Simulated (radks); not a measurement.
Spin polarisation of the 4p4 shell in neutral selenium. Start: [Ar] 3d10 4s2 4p(up 2, down 2); electrons of 4p are moved from spin down to spin up, other shells keep equal spins. All-electron calculation, scalar-relativistic Kohn-Sham, PBE, spin-polarised, spherical densities, finite nucleus; Fermi nuclear charge, rms radius of each element as measured or else 0.836 A^(1/3) + 0.57 fm. Program: a radial shooting solver on a logarithmic mesh with Libxc functionals.

moment (Bohr magnetons) = 0: E - E(0) (eV) 0.000; e(4p up) (eV) -6.512; e(4p down) (eV) -6.512; 4s down minus up (eV) 0.000; 3d down minus up (eV) 0.000; 3p down minus up (eV) 0.000
moment (Bohr magnetons) = 0.5: E - E(0) (eV) -0.047; e(4p up) (eV) -6.689; e(4p down) (eV) -6.316; 4s down minus up (eV) 0.384; 3d down minus up (eV) 0.049; 3p down minus up (eV) 0.035
moment (Bohr magnetons) = 1: E - E(0) (eV) -0.187; e(4p up) (eV) -6.849; e(4p down) (eV) -6.100; 4s down minus up (eV) 0.770; 3d down minus up (eV) 0.098; 3p down minus up (eV) 0.070
moment (Bohr magnetons) = 1.5: E - E(0) (eV) -0.421; e(4p up) (eV) -6.992; e(4p down) (eV) -5.864; 4s down minus up (eV) 1.159; 3d down minus up (eV) 0.147; 3p down minus up (eV) 0.105
moment (Bohr magnetons) = 2: E - E(0) (eV) -0.751; e(4p up) (eV) -7.117; e(4p down) (eV) -5.605; 4s down minus up (eV) 1.552; 3d down minus up (eV) 0.196; 3p down minus up (eV) 0.140

At moment 2 the spin-polarisation energy is -0.751 eV and the 4p exchange splitting 1.512 eV, that is 0.756 eV per Bohr magneton; E = -I m^2/4 would give I = 0.751 eV.
